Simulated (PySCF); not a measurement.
Constitutional and geometric isomers with formula C2H6BN. Isolated molecules, 0 K electronic values unless said otherwise. One relaxed conformer stands for each flexible species; it need not be the lowest. Strings in code marks are SMILES.

Quantity: electronic energy of isomers of C2H6BN relative to `C=CBN` (C–C–B–N torsion 180°), in kJ/mol.

Case: `B/C=N\C`. Geometry of `B/C=N\C` (neutral, multiplicity 1, Å):

```xyz
10

B      1.4979    -0.6465     0.0861
C      0.8237     0.7439    -0.1227
N     -0.4171     1.0536    -0.1761
C     -1.4327     0.0290    -0.0879
H      1.0064    -1.5059     0.7456
H      2.5696    -0.8380    -0.3976
H      1.4962     1.6001    -0.2506
H     -2.1860     0.3546     0.6325
H     -1.0674    -0.9679     0.1793
H     -1.9379    -0.0337    -1.0556
```

### Question
What electronic energy of isomers of C2H6BN relative to `C=CBN` (C–C–B–N torsion 180°) does B3LYP-D3(BJ)/def2-TZVP (PySCF) give?

### Answer
237.1 kJ/mol.
